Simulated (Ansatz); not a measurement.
Compare A (`OC1[SiH2]CB1F`) with its isomer B (`C[Si]1(F)CBO1`).

Gas-phase electronic energies from Ansatz, PBE0-D4/def2-TZVP geometries. CCSD(T)/CBS is the MP2 limit (def2-TZVPP, def2-QZVPP) plus CCSD(T) − MP2 in def2-TZVPP, frozen cores. Functionals use def2-TZVPP. B3LYP here is the variant with VWN-RPA as its local correlation; programs differ in this. One conformer a species, not always the lowest.

A:

```xyz
12

O    -1.4005   -1.1756    1.4379
C    -0.6910   -0.7056    0.3329
Si    1.1611   -0.1568    0.1783
C     0.3934    1.0455   -1.0679
B    -0.8860    0.7524   -0.1942
F    -1.7002    1.6647    0.3115
H    -1.0556   -2.0340    1.6927
H    -0.7583   -1.3682   -0.5521
H     1.7022    0.5103    1.3886
H     2.1144   -1.1804   -0.3239
H     0.3848    0.5736   -2.0533
H     0.7356    2.0741   -1.1506
```

B:

Z-matrix (Å, degrees):
```
Si
F 1 1.594
C 1 1.848 2 115.7
O 1 1.691 2 109.7 3 -93.1
C 1 1.843 2 108.2 3 143.3
B 1 2.196 2 122.6 3 -52.1
H 3 1.092 1 115.8 2 -0.3
H 3 1.090 1 120.6 2 134.1
H 5 1.092 1 110.8 2 -179.9
H 5 1.093 1 110.2 2 60.2
H 5 1.092 1 110.8 2 -59.5
H 6 1.196 1 171.5 2 -106.9
```

(1) Which isomer does CCSD(T)/CBS put lower? Give the gap. (An estimate is asked.)

(2) Give E(B) − E(A) in kJ/mol with PBE0-D4, B3LYP-D4, B3LYP, ωB97M-V, HF/def2-TZVPP, CCSD(T)/def2-TZVPP, PBE-D4. (Estimate.)

Largest T1 diagnostic: 0.013.

Results:

(1) Ansatz gave: B, by 360.3 kJ/mol.

(2) The calculation gave: PBE0-D4 -335.9, B3LYP-D4 -349.5, B3LYP -350.5, ωB97M-V -354.6, HF/def2-TZVPP -375.4, CCSD(T)/def2-TZVPP -356.2, PBE-D4 -323.4. None reverses the order clearly.

From PBE to PBE0 (25 % exact exchange), in def2-TZVPP and without D4, E(B) − E(A) moves by −12.3 kJ/mol. In def2-TZVPP, CCSD(T) changes the Hartree–Fock value by +19.2 kJ/mol (the triples alone add +3.8 kJ/mol) and MP2 by +7.5 kJ/mol.
